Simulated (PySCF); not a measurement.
PySCF 2.14 output of an unrestricted M06-L calculation on a single atom or ion in aug-cc-pVDZ-DK, with scalar relativity by spin-free X2C-1e:

```
SCF conv_tol = 1e-09
number electrons alpha = 14  beta = 13
    Y. Zhao and D. G. Truhlar.,  J. Chem. Phys. 125, 194101 (2006)
    Y. Zhao and D. G. Truhlar.,  J. Chem. Phys. 125, 194101 (2006)
    Y. Zhao and D. G. Truhlar.,  Theor. Chem. Acc. 120, 215 (2008)
cycle= 1 E= -1653.66717520817  delta_E= -0.00331  |g|= 0.0549  |ddm|= 0.124
cycle= 2 E= -1653.66635116975  delta_E= 0.000824  |g|= 0.0941  |ddm|= 0.0865
cycle= 3 E= -1653.66772588473  delta_E= -0.00137  |g|= 0.00294  |ddm|= 0.0535
cycle= 4 E= -1653.6677276893  delta_E= -1.8e-06  |g|= 0.000126  |ddm|= 0.00186
cycle= 5 E= -1653.66772769243  delta_E= -3.14e-09  |g|= 5.9e-06  |ddm|= 0.000103
cycle= 6 E= -1653.66772769244  delta_E= -9.55e-12  |g|= 4.2e-07  |ddm|= 8.49e-06
converged SCF energy = -1653.66772769244  <S^2> = 0.75083717  2S+1 = 2.000837
```

The run itself started from symmetry-adapted Hartree-Fock orbitals and held the occupation by maximum overlap, on a logarithmic radial grid, so the iterations belong to that start.

Q: Which element, charge and spin multiplicity is this?

A: Cu²⁺ (copper, charge +2), multiplicity 2; the state was [Ar] 3d9, 2D determinant.
